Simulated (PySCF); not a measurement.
C9H8OSe, SMILES c1coc(Cc2ccc[se]2)c1, GFN2-xTB optimised geometry.

```
19

C      3.22    -1.74    -1.95
C      3.16    -0.55    -1.29
O      2.05    -0.50    -0.53
C      1.39    -1.66    -0.70
C      0.12    -1.85     0.06
C     -0.77    -0.64     0.00
C     -2.13    -0.64     0.00
C     -2.73     0.64    -0.01
C     -1.86     1.67     0.00
Se    -0.09     1.11     0.00
C      2.07    -2.46    -1.57
H      3.99    -2.06    -2.63
H      3.80     0.30    -1.28
H     -0.41    -2.72    -0.33
H      0.36    -2.06     1.11
H     -2.71    -1.55     0.00
H     -3.80     0.77    -0.02
H     -2.11     2.72    -0.01
H      1.78    -3.44    -1.89
```

Density from CAM-B3LYP/def2-SVP in PySCF at that geometry.

Minimum of the electron density along straight lines between bonded atoms, close to the bond critical point (lines longer than 1.1 times the sum of covalent radii, or with two minima, are not listed):

```
bond     length / Å  ρ at the minimum / e bohr⁻³  ∇²ρ there / e bohr⁻⁵  position (fraction from the first atom)
-------  ----------  ---------------------------  --------------------  ---------------------------------------
C1–C2         1.358                        0.330                 -0.85                                     0.48
C2–O3         1.345                        0.286                  0.12                                     0.33
O3–C4         1.350                        0.286                     ?                                     0.67
C4–C5         1.492                        0.263                 -0.65                                     0.52
C5–C6         1.501                        0.254                     ?                                     0.49
C6–C7         1.359                        0.325                 -0.82                                     0.51
C7–C8         1.417                        0.296                 -0.75                                     0.50
C8–C9         1.354                        0.327                 -0.84                                     0.49
C6–Se10       1.873                        0.169                 -0.19                                     0.49
C9–Se10       1.856                        0.175                 -0.20                                     0.50
C1–C11        1.419                        0.292                 -0.70                                     0.50
C4–C11        1.362                        0.328                 -0.84                                     0.52
C1–H12        1.071                        0.286                 -1.12                                     0.64
C2–H13        1.072                        0.291                 -1.19                                     0.65
C5–H14        1.092                        0.277                 -1.04                                     0.63
C5–H15        1.098                        0.273                 -1.00                                     0.63
C7–H16        1.078                        0.282                 -1.08                                     0.63
C8–H17        1.077                        0.283                 -1.09                                     0.63
C9–H18        1.075                        0.284                 -1.10                                     0.64
C11–H19       1.071                        0.285                 -1.11                                     0.64
```

Q: What belongs in the gaps?

A: 
- O3–C4, ∇²ρ there / e bohr⁻⁵: 0.05
- C5–C6, ∇²ρ there / e bohr⁻⁵: -0.60
